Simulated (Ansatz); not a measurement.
Program: Ansatz. Geometries: PBE0-D4/def2-TZVP. ΔE: electronic, gas phase. CBS: MP2 limit from def2 TZ/QZ plus the TZ coupled-cluster correction, frozen cores. This one scheme is used for every species. Functionals use def2-TZVPP. B3LYP here is the variant with VWN-RPA as its local correlation; programs differ in this. def2 core potentials past Kr. For Sn outer-core shells are correlated without core-valence functions, which leaves a few kJ/mol of doubt a bond. One conformer a species, not always the lowest.

Reaction (ligand exchange at the Sn–C bond): `C=[CH][SnH3]` + `FCS` → `FC[S][SnH3]` + ethylene

`C=[CH][SnH3]`:

Z-matrix (Å, degrees):
```
Sn
C 1 2.124
H 1 1.708 2 110.6
H 1 1.708 2 107.5 3 -120.0
H 1 1.709 2 110.6 3 120.0
C 2 1.327 1 122.6 3 120.3
H 2 1.088 1 118.6 3 -59.7
H 6 1.088 2 121.9 1 180.0
H 6 1.087 2 122.3 1 -0.0
```

`FCS`:

Z-matrix (Å, degrees):
```
C
S 1 1.789
F 1 1.375 2 113.1
H 1 1.090 2 110.8 3 121.5
H 1 1.092 2 106.3 3 -118.9
H 2 1.342 1 96.6 3 -76.4
```

`FC[S][SnH3]`:

Cartesian coordinates in Å:
```
F 0.964 1.806 0.259
C 0.483 0.946 1.222
S -1.149 0.304 0.824
Sn -0.565 -0.960 -1.145
H 0.381 1.499 2.158
H 1.209 0.139 1.337
H -1.779 -2.141 -1.320
H -0.506 0.057 -2.509
H 0.962 -1.650 -0.826
```

`C=C`:

```xyz
6

C     0.438   -0.308   -0.389
C    -0.438    0.308    0.389
H     0.213   -0.544   -1.423
H     1.416   -0.603   -0.023
H    -0.213    0.544    1.423
H    -1.416    0.603    0.023
```

```tsv
level	ΔE (kcal/mol)	difference from CCSD(T)/CBS
PBE-D4	-18.6	0.0
PBE0-D4	-18.9	-0.3
B3LYP-D4	-19.1	-0.5
ωB97X-V	-18.2	0.4
ωB97M-V	-18.4	0.2
B2PLYP	-18.2	0.4
B3LYP	-18.5	0.1
HF/CBS(def2)	-19.2	-0.6
MP2/CBS(def2)	-19.0	-0.4
CCSD/CBS(def2)	-18.6	0.0
CCSD(T)/CBS	-18.6	0
```

Largest T1 diagnostic among the species: 0.013.

In def2-TZVPP, CCSD(T) changes the Hartree–Fock value by +2.2 kcal/mol (the triples alone add +0.0 kcal/mol) and MP2 by +1.8 kcal/mol.
